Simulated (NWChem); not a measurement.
All runs are NWChem calculations. System: iodine monochloride (ClI), charge 0, spin multiplicity 1, at a geometry optimised with B3LYP/def2-SVP with def2 effective core potentials on I. Level: PBE/def2-SVP with def2 effective core potentials on I.

Part of the output:

```
             Northwest Computational Chemistry Package (NWChem) 7.3.0
             --------------------------------------------------------

                                NWChem Input Module
                                -------------------

 Scaling coordinates for geometry "geometry" by  1.889725989
 (inverse scale =  0.529177249)

                             Geometry "geometry" -> ""
                             -------------------------

 Output coordinates in angstroms (scale by  1.889725989 to convert to a.u.)

  No.       Tag          Charge          X              Y              Z
 ---- ---------------- ---------- -------------- -------------- --------------
    1 Cl                  17.0000     0.00000000     0.00000000     1.80751800
    2 I                   53.0000     0.00000000     0.00000000    -0.57977000

 Effective nuclear repulsion energy (a.u.)     199.7198081458

            Nuclear Dipole moment (a.u.)
            ----------------------------
        X                 Y               Z
 ---------------- ---------------- ----------------
     0.0000000000     0.0000000000    -0.0000075589


 Summary of "ao basis" -> "" (spherical)
 ------------------------------------------------------------------------------
       Tag                 Description            Shells   Functions and Types
 ---------------- ------------------------------  ------  ---------------------
 *                          def2-svp                  on all atoms

 Summary of "ao basis" -> "ao basis" (spherical)
 ------------------------------------------------------------------------------
       Tag                 Description            Shells   Functions and Types
 ---------------- ------------------------------  ------  ---------------------
 Cl                         def2-svp                 8       18   4s3p1d
 I                          def2-svp                10       26   4s4p2d

 Summary of "ao basis" -> "ao basis" (spherical)
 ------------------------------------------------------------------------------
       Tag                 Description            Shells   Functions and Types
 ---------------- ------------------------------  ------  ---------------------
 Cl                         def2-svp                 8       18   4s3p1d
 I                          def2-svp                10       26   4s4p2d

            General Information
            -------------------
          SCF calculation type: DFT
          Wavefunction type:  closed shell.
          No. of atoms     :     2
          No. of electrons :    42
           Alpha electrons :    21
            Beta electrons :    21
          Charge           :     0
          Spin multiplicity:     1
          Use of symmetry is: off; symmetry adaption is: off
          Maximum number of iterations: 100
          AO basis - number of functions:    44
                     number of shells:    18
          Convergence on energy requested:  1.00D-06
          Convergence on density requested:  1.00D-05
          Convergence on gradient requested:  5.00D-04

              XC Information
              --------------
          PerdewBurkeErnzerhof Exchange Functional  1.000
            Perdew 1991 LDA Correlation Functional  1.000 local
           PerdewBurkeErnz. Correlation Functional  1.000 non-local

             Grid Information
             ----------------
          Grid used for XC integration:  medium
          Radial quadrature: Mura-Knowles
          Angular quadrature: Lebedev.
          Tag              B.-S. Rad. Rad. Pts. Rad. Cut. Ang. Pts.
          ---              ---------- --------- --------- ---------
          Cl                  1.00       88           8.0       590
          I                   1.40      123           8.0       590
          Grid pruning is: on
          Number of quadrature shells:   211
          Spatial weights used:  Erf1

          Convergence Information
          -----------------------
          Convergence aids based upon iterative change in
          total energy or number of iterations.
          Levelshifting, if invoked, occurs when the
          HOMO/LUMO gap drops below (HL_TOL):  1.00D-02
          DIIS, if invoked, will attempt to extrapolate
[...]
          dE off:    2 iters        100 iters           100 iters

      Screening Tolerance Information
      -------------------------------
          Density screening/tol_rho:  1.00D-10
          AO Gaussian exp screening on grid/accAOfunc:  14
          CD Gaussian exp screening on grid/accCDfunc:  20
          XC Gaussian exp screening on grid/accXCfunc:  20
          Schwarz screening/accCoul:  1.00D-08

      Superposition of Atomic Density Guess
      -------------------------------------

 Sum of atomic energies:        -806.45063907

      Non-variational initial energy
      ------------------------------

 Total energy =    -755.981424
 1-e energy   =   -1340.575290
 2-e energy   =     490.386409
 HOMO         =      -0.312594
 LUMO         =      -0.139308

------------------------------------------------------------
EAF file 0: "./mol.aoints.0" size=524288 bytes
------------------------------------------------------------
               write      read    awrite     aread      wait
               -----      ----    ------     -----      ----
     calls:        1         0         0         0         0
   data(b): 5.24e+05  0.00e+00  0.00e+00  0.00e+00
   time(s): 0.00e+00  0.00e+00  0.00e+00  0.00e+00  0.00e+00
rate(mb/s): 0.00e+00  0.00e+00
------------------------------------------------------------

   convergence    iter        energy       DeltaE   RMS-Dens  Diis-err    time
 ---------------- ----- ----------------- --------- --------- ---------  ------
 d= 0,ls=0.0,diis     1   -757.5181954587 -8.52D+02  2.14D-02  2.55D-01     0.5
 d= 0,ls=0.0,diis     2   -757.5190360586 -8.41D-04  1.35D-02  1.44D-01     0.5
 d= 0,ls=0.0,diis     3   -757.5327080293 -1.37D-02  6.79D-03  6.14D-02     0.6
 d= 0,ls=0.0,diis     4   -757.5416489899 -8.94D-03  2.16D-03  9.38D-03     0.7
 d= 0,ls=0.0,diis     5   -757.5432229971 -1.57D-03  3.18D-04  1.16D-04     0.7
  Resetting Diis
 d= 0,ls=0.0,diis     6   -757.5432472232 -2.42D-05  4.93D-05  4.44D-06     0.8
 d= 0,ls=0.0,diis     7   -757.5432479121 -6.89D-07  1.98D-05  7.16D-08     0.9
 d= 0,ls=0.0,diis     8   -757.5432478580  5.41D-08  1.33D-05  3.76D-07     1.0
 d= 0,ls=0.0,diis     9   -757.5432479265 -6.84D-08  9.90D-07  1.22D-09     1.0

         Total DFT energy =     -757.543247926487
      One electron energy =    -1340.527166301497
           Coulomb energy =      539.029292459898
    Exchange-Corr. energy =      -50.252830757427
 Nuclear repulsion energy =       94.207456672539

 Numeric. integr. density =       42.000000472395

     Total iterative time =      0.8s

                       DFT Final Molecular Orbital Analysis
                       ------------------------------------

 Vector   19  Occ=2.000000D+00  E=-3.121636D-01
              MO Center= -3.8D-11,  4.5D-11,  1.1D+00, r^2= 2.4D+00
   Bfn.  Coefficient  Atom+Function         Bfn.  Coefficient  Atom+Function
  ----- ------------  ---------------      ----- ------------  ---------------
    11      0.369930  1 Cl px                12     -0.361692  1 Cl py
     8      0.278782  1 Cl px                 9     -0.272574  1 Cl py
    29      0.234181  2 I  px                30     -0.228966  2 I  py
    32      0.201327  2 I  px                33     -0.196843  2 I  py
     5      0.163046  1 Cl px                 6     -0.159415  1 Cl py

 Vector   20  Occ=2.000000D+00  E=-2.394827D-01
              MO Center= -7.5D-10, -7.6D-10,  1.3D-01, r^2= 3.0D+00
   Bfn.  Coefficient  Atom+Function         Bfn.  Coefficient  Atom+Function
  ----- ------------  ---------------      ----- ------------  ---------------
    30      0.391727  2 I  py                29      0.382479  2 I  px
    33      0.329313  2 I  py                32      0.321538  2 I  px
    12     -0.290613  1 Cl py                11     -0.283752  1 Cl px
     9     -0.208545  1 Cl py                 8     -0.203621  1 Cl px
    27     -0.155198  2 I  py                26     -0.151534  2 I  px

 Vector   21  Occ=2.000000D+00  E=-2.394827D-01
              MO Center= -3.7D-10,  2.6D-10,  1.3D-01, r^2= 3.0D+00
   Bfn.  Coefficient  Atom+Function         Bfn.  Coefficient  Atom+Function
  ----- ------------  ---------------      ----- ------------  ---------------
    29      0.391727  2 I  px                30     -0.382479  2 I  py
    32      0.329313  2 I  px                33     -0.321538  2 I  py
    11     -0.290613  1 Cl px                12      0.283752  1 Cl py
     8     -0.208545  1 Cl px                 9      0.203621  1 Cl py
    26     -0.155198  2 I  px                27      0.151534  2 I  py

 Vector   22  Occ=0.000000D+00  E=-1.696123D-01
              MO Center=  8.8D-11,  5.6D-11,  2.1D-01, r^2= 3.3D+00
   Bfn.  Coefficient  Atom+Function         Bfn.  Coefficient  Atom+Function
  ----- ------------  ---------------      ----- ------------  ---------------
    34      0.579301  2 I  pz                13      0.564390  1 Cl pz
    31      0.536044  2 I  pz                10      0.344429  1 Cl pz
    21      0.247249  2 I  s                 28     -0.207728  2 I  pz
     4     -0.200715  1 Cl s                  7      0.196501  1 Cl pz
    25     -0.166758  2 I  pz                 3     -0.151985  1 Cl s

 Vector   23  Occ=0.000000D+00  E= 2.104322D-01
              MO Center=  1.4D-08,  8.7D-09, -4.8D-01, r^2= 3.2D+00
   Bfn.  Coefficient  Atom+Function         Bfn.  Coefficient  Atom+Function
  ----- ------------  ---------------      ----- ------------  ---------------
    21      2.260520  2 I  s                 22     -2.090155  2 I  s
    20     -0.400769  2 I  s                 19     -0.316587  2 I  s
    42      0.284895  2 I  d  0               3      0.234348  1 Cl s
    34     -0.160216  2 I  pz                13     -0.148785  1 Cl pz
    37     -0.129389  2 I  d  0               2     -0.086649  1 Cl s

 Vector   24  Occ=0.000000D+00  E= 2.763350D-01
              MO Center=  1.2D-09,  8.2D-10, -8.1D-01, r^2= 3.4D+00
   Bfn.  Coefficient  Atom+Function         Bfn.  Coefficient  Atom+Function
  ----- ------------  ---------------      ----- ------------  ---------------
    34     -1.177823  2 I  pz                31      1.152029  2 I  pz
    42      0.469705  2 I  d  0              21     -0.398693  2 I  s
     4      0.379988  1 Cl s                 22      0.248715  2 I  s
    16      0.235853  1 Cl d  0              28     -0.233641  2 I  pz
    37     -0.203184  2 I  d  0              25     -0.192558  2 I  pz

 center of mass
 --------------
 x =   0.00000000 y =   0.00000000 z =  -0.12101936

 moments of inertia (a.u.)
 ------------------
         557.939730452018           0.000000000000           0.000000000000
           0.000000000000         557.939730452018           0.000000000000
           0.000000000000           0.000000000000           0.000000000000

     Multipole analysis of the density
     ---------------------------------

     L   x y z        total         alpha         beta         nuclear
     -   - - -        -----         -----         ----         -------
     0   0 0 0      0.000000    -21.000000    -21.000000     42.000000

     1   1 0 0      0.000000      0.000000      0.000000      0.000000
     1   0 1 0      0.000000      0.000000      0.000000      0.000000
     1   0 0 1     -0.517263    -15.597118    -15.597118     30.676973

     2   2 0 0    -29.434234    -14.717117    -14.717117      0.000000
     2   1 1 0      0.000000      0.000000      0.000000      0.000000
     2   1 0 1      0.000000      0.000000      0.000000      0.000000
     2   0 2 0    -29.434234    -14.717117    -14.717117      0.000000
     2   0 1 1      0.000000      0.000000      0.000000      0.000000
     2   0 0 2    -26.484790   -127.417166   -127.417166    228.349543

 Task  times  cpu:        1.0s     wall:        1.0s

 Total times  cpu:        1.0s     wall:        1.0s
```

Problem. Write an NWChem input that would produce this output.

Solution. Several could match; the one computed here: 
```
start mol
memory heap 200 mb stack 900 mb global 1100 mb
geometry units angstroms nocenter noautoz noautosym
  Cl     0.000000     0.000000     1.807518
  I      0.000000     0.000000    -0.579770
end
basis spherical
  * library def2-svp
end
ecp
  I library def2-ecp
end
dft
  xc xpbe96 cpbe96
  semidirect memsize 60000000 filesize 0
  iterations 100
end
task dft energy
```
